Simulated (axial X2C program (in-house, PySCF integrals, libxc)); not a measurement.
**NaZr⁻: from the spin-free to the two-component result**

Computed with an axial X2C code built on PySCF integrals. Spin-free means the one-electron spin-free X2C Hamiltonian; two-component (2c) means X2C with spin–orbit coupling and atomic mean-field two-electron Coulomb and Gaunt terms, so the difference of the two also holds small scalar two-electron terms. Basis: Zr dyall-acv3z [12s13p10d6f3g], Na dyall-av3z [10s9p5d2f] (cores contracted in-house); Gaussian nuclei, density fitting, unrestricted open shells. Masses: Zr 89.905 u, Na 22.990 u.

Spin-free state: M_S = 2, Λ = 2 (beyond evenly filled blocks: σα, π+α, π-α, δ+α); fragments Zr- + Na for PBE0, r2SCAN; Zr + Na- for CCSD.

```csv
level,Re (Å),ωe (cm⁻¹),μ (D)
PBE0,3.414,106.0,-5.24
CCSD,3.464,97.6,n/a
r2SCAN,3.460,104.2,-5.60
```

Correlated methods: 6 electrons correlated (number of frozen shells: Zr 4 s, 3 p, 1 d; Na 2 s, 1 p), 366 virtual spin orbitals or spinors in MP2, 90 natural virtuals in coupled cluster.

Dipoles are positive if Na is the positive end and refer to the centre of mass.

Two-component determinant lowest at the distance of the search:

Ω = 4 (⟨Sz⟩ = 2.00, ⟨Lz⟩ = 2.00 at HF); fragments Zr- + Na for PBE0, r2SCAN; Zr + Na- for CCSD.

```json
{"level": "PBE0", "Re (Å)": "3.413", "ωe (cm⁻¹)": "106.0", "μ (D)": "-5.25"}
{"level": "CCSD", "Re (Å)": "3.463", "ωe (cm⁻¹)": "98.5", "μ (D)": "n/a"}
{"level": "r2SCAN", "Re (Å)": "3.460", "ωe (cm⁻¹)": "104.2", "μ (D)": "-5.61"}
```

**Question.** From the two tables, how do the constants change at the CCSD level (2c against spin-free)?

**Answer.** At the CCSD level Re goes down by 0.001 Å and ωe rises by 0.9 cm⁻¹.

One determinant describes the state; a PBE0 search over occupations chose it and may have missed a lower one. De is not given where an atomic determinant may have missed its ground term or J level, or where the truncated virtual space spoils (T). Density functionals use the spin component along the axis (collinear). CCSD ran in a truncated set of natural virtual spinors with an MP2 remainder; without triples it tends to underbind. PBE0 can misorder states that lie within some tenths of an eV, so this need not be the ground state of the molecule. The nearest other spin-free determinant of the search, M_S = 2, Λ = 0, lies 0.05 eV up at the distance of the search. The functionals have no current-density term, which raises determinants with orbital currents, atoms included. The spin of this state cannot come from the lowest atoms; the curve heads to a higher limit, and no De is given. With several unpaired electrons one determinant need not be a pure state. A state of lower Ω lies just above, and one determinant can place such states too high, so the state shown need not be the lowest. The search has Ω = 2 only 0.01 eV up. The outer-core s and p shells of the metal are frozen in the correlated rows, which leaves out core–valence correlation; for alkali and alkaline-earth bonds that tends to lengthen them. Open-shell Ω = 0 determinants with evenly filled partner blocks cannot be reached by this program, so the Ω shown need not be the lowest component. At some level and bond length an empty orbital lies below a filled one. The highest occupied level of some functionals is positive through self-interaction error; at Hartree–Fock it is bound. The determinant is spin-polarised beyond a pure state at some levels (its spin-free form has ⟨S²⟩ too high), which makes Re and μ there less reliable. The T1 diagnostic is large, a sign of multireference character. With the outer-core shells frozen, correlated bond lengths of heavy atoms tend to come out a few hundredths of an ångström too long.
